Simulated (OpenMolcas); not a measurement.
Multiconfigurational calculation on Ca⁺

Input:

```
&GATEWAY
Coord
1

Ca 0.0 0.0 0.0
Basis=ANO-R2
Group=XYZ
NoMove
AngMom=0.0 0.0 0.0
AMFI
&SEWARD
* reference wave functions (RASSCF and RASSI steps not shown): 1 electron in 4 orbitals (4s 4p)
>>> COPY JOB001 $Project.JobIph
&CASPT2
Multistate=1 1
Frozen=1 0
IPEA=0.5
Imaginary=0.2
MaxIter=60
WThr=0.0 0.3 0.05
PrWF=0.5
NoMix
>>> COPY JOB002 $Project.JobIph
&CASPT2
XMultistate=3 1 2 3
Frozen=1 0
IPEA=0.5
Imaginary=0.2
MaxIter=60
WThr=0.0 0.3 0.05
PrWF=0.5
NoMix
```

Launched by
```bash
OMP_NUM_THREADS=1 MOLCAS_MEM=2252 MOLCAS_PROJECT=a pymolcas a.inp > a.log  # once for each step of the input, in one work folder
```

Output, cut to the results:

```
--- CASPT2 ---
Orbital specifications:
      -----------------------

      Symmetry species                           1   2
                                                ag  au
      Frozen orbitals                            1   0
      Inactive orbitals                          2   6
      Active orbitals                            1   3
      Secondary orbitals                        17  13
      Deleted orbitals                           0   0
      Number of basis functions                 21  22
Type of calculation                        SS-CASPT2
      Fock operator                              state-specific
      IPEA shift                                 0.50
      Real shift                                 0.00
      Imaginary shift                            0.20
      The input orbitals will be transformed to quasi-canonical
Reference energy:        -679.4461709039
      E2 (Non-variational):      -0.2629879578
      Shift correction:          -0.0005638995
      E2 (Variational):          -0.2635518573
      Total energy:            -679.7097227612
      Residual norm:              0.0000002157
      Reference weight:           0.94804
      Contributions to the CASPT2 correlation energy
      Active & Virtual Only:          0.0000000000
      One Inactive Excited:          -0.0168929322
      Two Inactive Excited:          -0.2460950256
::    CASPT2 Root  1     Total energy:   -679.70972276
--- CASPT2 ---
Orbital specifications:
      -----------------------

      Symmetry species                           1   2
                                                ag  au
      Frozen orbitals                            1   0
      Inactive orbitals                          2   6
      Active orbitals                            1   3
      Secondary orbitals                        17  13
      Deleted orbitals                           0   0
      Number of basis functions                 21  22
Type of calculation                        XMS-CASPT2
      Fock operator                              state-average
      IPEA shift                                 0.50
      Real shift                                 0.00
      Imaginary shift                            0.20
      The input orbitals will be transformed to quasi-canonical
      The input states will be rotated to diagonalize the Fock operator
Reference energy:        -679.3366784544
      E2 (Non-variational):      -0.2560948806
      Shift correction:          -0.0005322783
      E2 (Variational):          -0.2566271589
      Total energy:            -679.5933056133
      Residual norm:              0.0000004050
      Reference weight:           0.95014
      Contributions to the CASPT2 correlation energy
      Active & Virtual Only:         -0.0000000000
      One Inactive Excited:          -0.0097373859
      Two Inactive Excited:          -0.2463574947
Reference energy:        -679.3366784544
      E2 (Non-variational):      -0.2560942636
      Shift correction:          -0.0005322737
      E2 (Variational):          -0.2566265373
      Total energy:            -679.5933049917
      Residual norm:              0.0000004050
      Reference weight:           0.95014
      Contributions to the CASPT2 correlation energy
      Active & Virtual Only:         -0.0000000000
      One Inactive Excited:          -0.0097373947
      Two Inactive Excited:          -0.2463568689
::    XMS-CASPT2 Root  1     Total energy:   -679.59330693
::    XMS-CASPT2 Root  2     Total energy:   -679.59330560
::    XMS-CASPT2 Root  3     Total energy:   -679.59330499
```

In XMS-CASPT2 the single-state energies belong to rotated reference states; over a whole degenerate manifold the rotation is arbitrary, and only the multistate roots count.

Levels above the lowest, from the spin-orbit matrix with the multistate effective Hamiltonian, averaged by term, added to it:

```json
{"Configuration": "4s", "Term": "2S", "J": "1/2", "E (cm-1)": "0.0", "Measured (cm-1)": "0.0", "g": "2.002", "Term weight %": "100"}
{"Configuration": "4p", "Term": "2P*", "J": "1/2", "E (cm-1)": "25457", "Measured (cm-1)": "25192", "g": "0.666", "Term weight %": "100"}
{"Configuration": "4p", "Term": "2P*", "J": "3/2", "E (cm-1)": "25597", "Measured (cm-1)": "25414", "g": "1.334", "Term weight %": "100"}
```

Against the 2 measured excited levels shown (NIST Handbook of Basic Atomic Spectroscopic Data) the mean absolute deviation is 220 cm-1; the largest miss in energy is 4p 2P* 1/2: computed 25457, measured 25192 cm-1 (+1.1 %).

ANO sets are built for ground and valence states and can reach diffuse excited orbitals poorly. With one active electron, CASPT2 adds the correlation within the correlated inactive shells and between them and that electron, and leaves the splitting within a term as the reference gives it. The ANO-R sets hold no well-fitted valence p shell for this element, so s → p excitations can come out far too high. Computed and measured levels are paired by configuration, term and J; levels that our copy of the source lacks, or whose pairing is in doubt (as where it misses far off the trend of its configuration), stay unpaired and out of the deviations. Levels of configurations outside the active space are missing.

The term weight is that of the spin-free term in the level, not the purity of its configuration. * marks odd parity.
